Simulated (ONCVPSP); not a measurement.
**An odd input for ONCVPSP 4.0.1 (I)**

Command:

```bash
oncvpspnr.x < I.dat > I.out
```

Input:

```
# ATOM AND REFERENCE CONFIGURATION
# atsym  z   nc   nv     iexc    psfile
  I 53.00    7    4  -116133      upf
#
#   n    l    f
    1    0    2.00
    2    0    2.00
    2    1    6.00
    3    0    2.00
    3    1    6.00
    3    2   10.00
    4    0    2.00
    4    1    6.00
    4    2   10.00
    5    0    2.00
    5    1    4.00
#
# PSEUDOPOTENTIAL AND OPTIMIZATION
# lmax
    3
#
#   l,   rc,      ep,       ncon, nbas, qcut
    0    1.80    0.00    3    7    3.20
    1    1.20    0.00    4    9   13.60
    2    1.30    0.00    4    8   10.70
    3    1.95    0.04    4    8    6.60
#
# LOCAL POTENTIAL
# lloc, lpopt,  rc(5),   dvloc0
    4    5    1.00    0.00
#
# VANDERBILT-KLEINMAN-BYLANDER PROJECTORs
# l, nproj, debl
    0    2    1.90
    1    2    3.60
    2    2    2.80
    3    2    2.20
#
# MODEL CORE CHARGE
# icmod, fcfact, rcfact
    5    3.75    1.70
#
# LOG DERIVATIVE ANALYSIS
# epsh1, epsh2, depsh
   -6.00    5.00    0.04
#
# OUTPUT GRID
# rlmax, drl
    6.00    0.01
#
# TEST CONFIGURATIONS
# ncnf
    4
# nvcnf
#   n    l    f
    4
    4    1    6.00
    4    2   10.00
    5    0    2.00
    5    1    5.00
#
    4
    4    1    6.00
    4    2   10.00
    5    0    2.00
    5    1    3.00
#
    4
    4    1    6.00
    4    2   10.00
    5    0    2.00
    5    1    2.00
#
    4
    4    1    6.00
    4    2    9.00
    5    0    2.00
    5    1    6.00
#
```

This is an input that runs to its end, with one change: model core set to icmod 5, fcfact 3.75, rcfact 1.70. The unchanged file is no sound one. Note: ghosts flagged at negative energy: s at -224.0 eV; GHOST(+) flags only above 600 eV. A true bound ghost makes a file unfit for plane-wave use.

**Question.** How does the run end?

**Answer.** The program refuses the input: "test_data: must have 0<= icmod <=4". (oncvpspnr.x prints a scalar-relativistic banner.)

```
ONCVPSP  (Optimized Norm-Conservinng Vanderbilt PSeudopotential)
scalar-relativistic version 4.0.1

test_data: must have 0<= icmod <=4
ERROR: test_data found   1 ERROR; stopping
```
